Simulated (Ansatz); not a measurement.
System: GeSiH6, charge 0, singlet. GeSiH6 (SMILES [SiH3][GeH3]).
B3LYP-D3(BJ)/def2-TZVP minimum from Ansatz (a first-principles code):
```
Ge
H 1 1.5398
H 1 1.5398 2 108.16
H 1 1.5398 2 108.16 3 -116.93
Si 1 2.3880 2 110.75 3 121.54
H 5 1.4822 1 110.07 2 -60.00
H 5 1.4822 6 108.87 1 120.72
H 5 1.4822 6 108.87 7 118.56
```

Total energies in def2-SVP, 14 correlated electrons, 19 frozen orbitals. UHF or UKS for unpaired electrons; spin-orbit terms are left out. Correlated methods leave the cores frozen (noble-gas shells, and filled d and f shells in the p block). No relativity.

```
method    program  energy (Eh)  minus CCSDT(Q) (mEh)
--------  -------  -----------  --------------------
HF         Ansatz  -2367.42406                265.99
MP2        Ansatz  -2367.63372                 56.33
CCSD       Ansatz  -2367.68283                  7.22
CCSD(T)    Ansatz  -2367.68873                  1.32
CCSDT(Q)   Ansatz  -2367.69005                  0.00
```

Rough core times of Ansatz's runs on a shared machine: CCSD(T) under 20 s, CCSDT(Q) 40 s.
